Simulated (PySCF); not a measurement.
Ionisation energy of Ni(24+) by level of theory

Ni(24+) [He] 2s2 (1S) → Ni(25+) [He] 2s1 (2S), as a difference of total energies. Calculation: PySCF 2.14, in an even-tempered Gaussian basis (17 s from 6.5 bohr⁻², ratio 2.2; 8 p from 10 bohr⁻², ratio 2.4; 6 d from 30 bohr⁻², ratio 2.4; 5 f from 45 bohr⁻², ratio 2.4; 4 g from 68 bohr⁻², ratio 2.4); the non-relativistic Hamiltonian (point nucleus). Correlated levels: nothing frozen; virtual orbitals above 40 to 60 times the deepest correlated orbital energy dropped. The calculations carry no spin-orbit coupling.

```json
{"method": "UHF", "ionisation energy (eV)": "2261.4"}
{"method": "LDA", "ionisation energy (eV)": "2260.7"}
{"method": "PBE", "ionisation energy (eV)": "2264.8"}
{"method": "PBE0", "ionisation energy (eV)": "2264.3"}
{"method": "r2SCAN", "ionisation energy (eV)": "2261.2"}
{"method": "revPBE", "ionisation energy (eV)": "2264.9"}
{"method": "BP86", "ionisation energy (eV)": "2265.1"}
{"method": "MP2 (all electrons)", "ionisation energy (eV)": "2266.6"}
{"method": "SCS-MP2 (all electrons)", "ionisation energy (eV)": "2267.5"}
```

**Question.** How much does correlation contribute at MP2 (all electrons)?

**Answer.** 2266.6 − (2261.4) = 5.2 eV, measured against UHF.

These non-relativistic numbers lack the scalar-relativistic shift.

For comparison: 2295.6 ± 2.1 eV (semi-empirical (NIST evaluation); NIST Atomic Spectra Database, ionization energies).
